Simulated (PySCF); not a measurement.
# Ionisation energy of Fe¹⁰⁺ by level of theory

Fe¹⁰⁺ [Ne] 3s2 3p4 (3P) → Fe¹¹⁺ [Ne] 3s2 3p3 (4S), as a difference of total energies. Calculation: PySCF 2.14, in an even-tempered Gaussian basis (18 s from 0.4 bohr⁻², ratio 2.5; 12 p from 0.52 bohr⁻², ratio 2.5; 5 d from 4.4 bohr⁻², ratio 2.7; 4 f from 6.5 bohr⁻², ratio 2.7); no relativity, point nucleus. Correlated levels: outer shells: 1s2 frozen; virtual orbitals above 40 to 60 times the deepest correlated orbital energy dropped. The calculations carry no spin-orbit coupling.

```csv
method,ionisation energy (eV)
UHF,288.16
LDA,290.18
PBE,290.12
PBE0,290.05
r2SCAN,289.99
revPBE,290.05
M06-2X,290.10
MP2 (outer shells),289.07
SCS-MP2 (outer shells),289.11
```

Problem. How much does correlation contribute at MP2 (outer shells)?

Solution. 289.07 − (288.16) = 0.91 eV, measured against UHF.

A first-order spin-orbit estimate (lowest level to lowest level, LS coupling) adds 0.625 eV.

These non-relativistic numbers lack the scalar-relativistic shift.

For comparison: 290.9 ± 0.4 eV (semi-empirical (NIST evaluation); NIST Atomic Spectra Database, ionization energies).
